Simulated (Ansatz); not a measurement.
Reaction (cleavage of the Sn–Si bond): `[CH3][SnH2][SiH2]F` + `N=C=O` → `[CH3][SnH2][N]=C=O` + `F[SiH3]`

Calculated with Ansatz (gas phase, PBE0-D4/def2-TZVP geometries, no zero-point term in ΔE). CBS: MP2 limit from def2 TZ/QZ plus the TZ coupled-cluster correction, frozen cores. This one scheme is used for every species. Elements past krypton have def2 core potentials. For Sn outer-core shells are correlated without core-valence functions, which leaves a few kJ/mol of doubt a bond. One conformer a species, not always the lowest.

| species | CCSD(T)/CBS(def2) energy (Eh) |
| --- | --- |
| `[CH3][SnH2][SiH2]F` | -645.21177 |
| `N=C=O` | -168.51995 |
| `[CH3][SnH2][N]=C=O` | -423.02441 |
| `F[SiH3]` | -390.72345 |

Work out ΔE.

ΔE = (-423.02441) + (-390.72345) − (-645.21177) − (-168.51995) = -0.01614 Eh = -42.4 kJ/mol.

Largest T1 diagnostic among the species: 0.018.

In def2-TZVPP, CCSD(T) changes the Hartree–Fock value by +21.3 kJ/mol (the triples alone add +1.9 kJ/mol) and MP2 by +16.1 kJ/mol. From PBE to PBE0 (25 % exact exchange), in def2-TZVPP and without D4, ΔE moves by −7.8 kJ/mol.
